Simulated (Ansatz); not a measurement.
Geometry optimisation, Ansatz, RKS PBE0/6-31G*.

input.yaml

```yaml
crystal:
  periodic: [false, false, false]
  atoms:
    - { symbol: Si, position_ang: [-0.260572, 0.183577, 0.098872] }
    - { symbol: Cl, position_ang: [-0.817832, 0.260816, 2.146985] }
    - { symbol: H, position_ang: [1.223767, 0.271031, 0.018763] }
    - { symbol: Si, position_ang: [-1.139748, 2.147518, -0.84554] }
    - { symbol: H, position_ang: [-2.629033, 2.044675, -0.913593] }
    - { symbol: H, position_ang: [-0.773497, 3.358571, -0.046877] }
    - { symbol: H, position_ang: [-0.619337, 2.317416, -2.240524] }
    - { symbol: Si, position_ang: [-1.099364, -1.754647, -0.912288] }
    - { symbol: H, position_ang: [-1.725167, -2.649336, 0.102885] }
    - { symbol: H, position_ang: [-2.166772, -1.380701, -1.891729] }
    - { symbol: H, position_ang: [-0.039668, -2.491449, -1.662973] }
    - { symbol: "N", position_ang: [0.937864, -2.326689, 1.294035] }
    - { symbol: H, position_ang: [0.686914, -3.277025, 1.035133] }
    - { symbol: Si, position_ang: [2.657523, -2.096716, 1.601287] }
    - { symbol: H, position_ang: [3.362495, -3.411122, 1.568634] }
    - { symbol: H, position_ang: [3.278731, -1.218823, 0.570665] }
    - { symbol: H, position_ang: [2.849532, -1.461479, 2.93599] }
    - { symbol: H, position_ang: [0.330266, -2.040717, 2.081874] }
basis:
  gaussian: { orbitals: "6-31G*" }
hamiltonian:
  xc: pbe0
relax:
  f_tol: 0.03
  max_steps: 50
```

Run as:

```bash
$ ansatz run input.yaml --threads 4 --pin off --max-ram 5120MiB --backend cpu --events-out ev --progress --plain --runs-dir out
```

Task: Where does it end, and by what steps?

Result: It converged. The force dipped under the threshold on the way, but the program's further checks kept it going. After 32 steps the energy has fallen by 0.107 eV; H16 moved furthest, 1.87 Å.

| step | energy less start (eV) | largest force component (eV/Å) | accepted |
| --- | --- | --- | --- |
| 0 | 0.0000 | 0.731 | yes |
| 2 | -0.0432 | 0.192 | yes |
| 4 | -0.0525 | 0.096 | yes |
| 6 | -0.0588 | 0.124 | yes |
| 8 | -0.0643 | 0.123 | yes |
| 10 | -0.0673 | 0.181 | yes |
| 12 | -0.0763 | 0.071 | yes |
| 14 | -0.0798 | 0.212 | yes |
| 16 | -0.0881 | 0.157 | yes |
| 18 | -0.0927 | 0.174 | yes |
| 20 | -0.0978 | 0.061 | yes |
| 22 | -0.1004 | 0.089 | yes |
| 24 | -0.1033 | 0.053 | yes |
| 26 | -0.1049 | 0.056 | yes |
| 28 | -0.1060 | 0.052 | yes |
| 30 | -0.1066 | 0.014 | yes |
| 32 | -0.1069 | 0.019 | yes |

```xyz
18
Properties=species:S:1:pos:R:3
Si -0.379 0.373 0.219
Cl -1.167 0.216 2.163
H 1.084 0.597 0.385
Si -1.354 2.270 -0.750
H -2.828 2.089 -0.863
H -1.074 3.492 0.056
H -0.792 2.456 -2.120
Si -0.809 -1.588 -0.996
H -1.542 -2.588 -0.173
H -1.692 -1.237 -2.151
H 0.441 -2.170 -1.556
N 0.932 -2.444 1.471
H 0.488 -3.348 1.340
Si 2.679 -2.432 1.442
H 3.355 -3.187 2.543
H 3.110 -3.036 0.152
H 3.119 -1.013 1.526
H 0.485 -1.974 2.253
```

Whether the end is a true minimum wasn't checked by a vibrational analysis.

Time of the run: 2.2 min on 4 threads of Arm Neoverse V1 (shared host), peak memory 0.41 GiB.
